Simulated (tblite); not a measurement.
C₇H₁₀F₂O.
Cartesian coordinates in Å at the GFN2-xTB level; atoms count from 1:
```
atom  x, y, z in Å
C1     2.3366   -0.0937    0.1639
C2     1.0117   -0.0151    0.9143
C3    -0.1784    0.3091   -0.0012
C4     0.0762    1.6194   -0.6782
O5    -0.1378    2.7117   -0.2874
F6     0.6436    1.4563   -1.9103
C7    -1.5475    0.2557    0.7180
C8    -1.9092   -0.9950   -0.0920
F9    -3.0646   -0.8748   -0.8207
C10   -0.6274   -0.8479   -0.9212
H11    2.6193    0.8784   -0.2326
H12    2.2725   -0.7938   -0.6655
H13    3.1237   -0.4281    0.8352
H14    1.0725    0.7547    1.6870
H15    0.8079   -0.9705    1.4021
H16   -2.1915    1.1009    0.4840
H17   -1.5038    0.1245    1.7959
H18   -2.0024   -1.9214    0.4809
H19   -0.8318   -0.5427   -1.9453
H20    0.0251   -1.7170   -0.9301
```

Level: GFN2-xTB in tblite, geometry and Hessian alike; calculated harmonic values, unscaled, isolated species. The method is semi-empirical: single wavenumbers can be off by several per cent or more. One conformer, not necessarily the lowest.

Harmonic wavenumbers (cm⁻¹): 37.9, 45.0, 88.0, 160.1, 188.9, 203.8, 252.7, 300.1, 343.7, 393.0, 404.6, 485.4, 544.3, 650.2, 699.7, 776.3, 817.9, 855.9, 870.4, 927.8, 970.0, 1017.7, 1034.1, 1042.4, 1065.5, 1079.4, 1090.7, 1142.2, 1152.6, 1192.1, 1214.4, 1227.7, 1235.8, 1254.0, 1287.6, 1312.2, 1330.1, 1420.9, 1445.0, 1456.3, 1482.1, 1496.5, 1505.4, 1860.5, 2946.6, 2976.3, 2986.6, 3027.5, 3029.9, 3030.7, 3032.5, 3043.9, 3044.2, 3050.9.

A = 1852, B = 995.1, C = 850.5 MHz; mass 148.070 u (most abundant isotopes); point group C1, symmetry number 1.

Task: What is the zero-point energy?

Result: ½Σν̃ = 34765 cm⁻¹ = 99.40 kcal/mol.

Task: Entropy at 298.15 K, 1 bar (ideal gas, RRHO, classical rotation)?

Result: Translation 40.91, rotation 29.71, vibration 31.05: S = 101.7 cal/(mol K).

Task: And Cp and H(298.15 K) − H(0)?

Result: Cp = 39.22 cal/(mol K), of which vibrations give 31.27 (their classical limit is 54 R = 107.3); H(298.15 K) − H(0) = 7.09 kcal/mol without the zero-point energy, 4.72 from vibrations.

Task: What must be added to the electronic energy to get the Gibbs energy at 298.15 K and 1 bar?

Result: ZPE + [H(298.15 K) − H(0)] − T·S = 99.40 + 7.09 − 30.31 = 76.18 kcal/mol.

Task: Blend soft modes into free rotors: weight 1/[1 + (100 cm⁻¹/ν̃)⁴] for the oscillator and the rest for a rotor with moment μB/(μ + B), μ = h/(8π²ν), B = 10⁻⁴⁴ kg m². What vibrational entropy results?

Result: 27.76 cal/(mol K) in place of 31.05, which changes −T·S at 298.15 K by +0.98 kcal/mol.

Task: Which modes carry the vibrational entropy at 298.15 K?

Result: 37.9 cm⁻¹: 5.37; 45.0 cm⁻¹: 5.03; 88.0 cm⁻¹: 3.70; 160.1 cm⁻¹: 2.55; 188.9 cm⁻¹: 2.24; 203.8 cm⁻¹: 2.10 cal/(mol K); the other 48 give 10.07 together.

Task: How do the functions run with temperature in this model?

Result: 
```json
{"T (K)": "100", "S (cal/(mol K))": "71.9", "Cp (cal/(mol K))": "19.2", "H − H(0) (kcal/mol)": "1.35", "G − H(0) (kcal/mol)": "-5.84", "ln q(vib)": "2.22"}
{"T (K)": "200", "S (cal/(mol K))": "88.3", "Cp (cal/(mol K))": "28.9", "H − H(0) (kcal/mol)": "3.76", "G − H(0) (kcal/mol)": "-13.89", "ln q(vib)": "5.00"}
{"T (K)": "300", "S (cal/(mol K))": "101.9", "Cp (cal/(mol K))": "39.4", "H − H(0) (kcal/mol)": "7.17", "G − H(0) (kcal/mol)": "-23.41", "ln q(vib)": "7.70"}
{"T (K)": "500", "S (cal/(mol K))": "127.0", "Cp (cal/(mol K))": "59.6", "H − H(0) (kcal/mol)": "17.15", "G − H(0) (kcal/mol)": "-46.34", "ln q(vib)": "13.03"}
{"T (K)": "800", "S (cal/(mol K))": "159.6", "Cp (cal/(mol K))": "79.0", "H − H(0) (kcal/mol)": "38.22", "G − H(0) (kcal/mol)": "-89.48", "ln q(vib)": "20.80"}
{"T (K)": "1000", "S (cal/(mol K))": "178.2", "Cp (cal/(mol K))": "87.2", "H − H(0) (kcal/mol)": "54.90", "G − H(0) (kcal/mol)": "-123.31", "ln q(vib)": "25.67"}
```

q(vib) and H(0) count from the zero-point level.

Hindered rotation and anharmonicity are outside this model. Other conformers, if any are populated, would add a mixing term that is left out. The structure is chiral; the term R ln 2 for an equal mix with its mirror image is left out.
